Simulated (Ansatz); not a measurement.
`O=C(O)O[SiH3]` + `BNC=C` → `BN([SiH3])C=C` + `O=C(O)O`  (ligand exchange at the Si–O bond)

Computed with Ansatz on PBE0-D4/def2-TZVP structures; ΔE is electronic, products minus reactants. CCSD(T)/CBS is the MP2 limit (def2-TZVPP, def2-QZVPP) plus CCSD(T) − MP2 in def2-TZVPP, frozen cores. Functionals use def2-TZVPP. B3LYP here is the variant with VWN-RPA as its local correlation; programs differ in this. Each species was taken in one conformer, which may not be the lowest.

`O=C(O)O[SiH3]`:

Z-matrix (Å, degrees):
```
Si
O 1 1.693
H 1 1.479 2 102.7
H 1 1.479 2 110.1 3 -118.2
H 1 1.479 2 110.1 3 118.2
C 2 1.322 1 117.1 3 180.0
O 6 1.331 2 110.3 1 -180.0
O 6 1.204 2 124.8 1 0.0
H 7 0.965 6 106.4 2 180.0
```

`BNC=C`:

Z-matrix (Å, degrees):
```
B
N 1 1.395
H 1 1.196 2 118.6
H 1 1.194 2 118.6 3 180.0
C 2 1.390 1 126.4 3 0.0
H 2 1.010 1 119.6 3 -180.0
C 5 1.328 2 125.2 1 -180.0
H 5 1.085 2 113.4 1 0.0
H 7 1.081 5 120.4 2 -180.0
H 7 1.085 5 122.0 2 0.0
```

`BN([SiH3])C=C`:

```xyz
13

B     0.826   -0.170   -1.750
N     0.217   -0.053   -0.486
Si   -1.405   -0.686   -0.198
C     0.899    0.575    0.569
C     0.440    0.750    1.803
H     1.928    0.274   -1.902
H     0.234   -0.706   -2.638
H    -1.361   -1.707    0.880
H    -1.875   -1.285   -1.464
H    -2.306    0.415    0.228
H     1.887    0.930    0.292
H    -0.539    0.413    2.127
H     1.055    1.249    2.539
```

`O=C(O)O`:

```xyz
6

O     0.626   -0.579    1.005
C     0.056   -0.052    0.089
O     0.623    0.361   -1.041
O    -1.247    0.216    0.040
H     1.561    0.150   -0.966
H    -1.619   -0.097    0.873
```

| level | ΔE (kJ/mol) | difference from CCSD(T)/CBS |
| --- | --- | --- |
| LDA (SPW92) | 45.2 | -3.7 |
| BLYP-D4 | 51.8 | 2.9 |
| r2SCAN-D4 | 52.7 | 3.8 |
| B3LYP | 60.2 | 11.3 |
| r2SCAN0 | 53.0 | 4.1 |
| CAM-B3LYP | 59.4 | 10.5 |
| CCSD/def2-SVP | 49.4 | 0.5 |
| CCSD(T)/def2-TZVPP | 48.5 | -0.4 |
| HF/def2-QZVPP | 66.1 | 17.2 |
| CCSD/CBS(def2) | 51.2 | 2.3 |
| CCSD(T)/CBS | 48.9 | 0 |

(1) What do rigid-rotor, harmonic-oscillator terms from PBE0-D4/def2-TZVP frequencies (298.15 K, 1 bar) make of the CCSD(T)/CBS value? (Estimate.)

Largest T1 diagnostic among the species: 0.014.

Results:

(1) The calculation gave: ΔZPE = -0.3 kJ/mol, ΔH = +48.0 kJ/mol, ΔS = -11 J/(mol·K), ΔG = +51.2 kJ/mol.

In def2-TZVPP, CCSD(T) changes the Hartree–Fock value by −16.9 kJ/mol (the triples alone add −2.3 kJ/mol) and MP2 by −18.8 kJ/mol. Leaving LDA and LC-ωPBE aside and taking each functional with its dispersion term where it has one, the values, not all of them listed here, spread over 12.5 kJ/mol, from revPBE-D4 to B2PLYP. LDA lies −6.1 kJ/mol from PBE without D4. The D4 term adds −7.4 kJ/mol with B3LYP and −4.0 kJ/mol with PBE0; it sums over pairs of atoms, weighted by their polarisabilities, and B3LYP, whose exchange is more repulsive, gets the larger term.
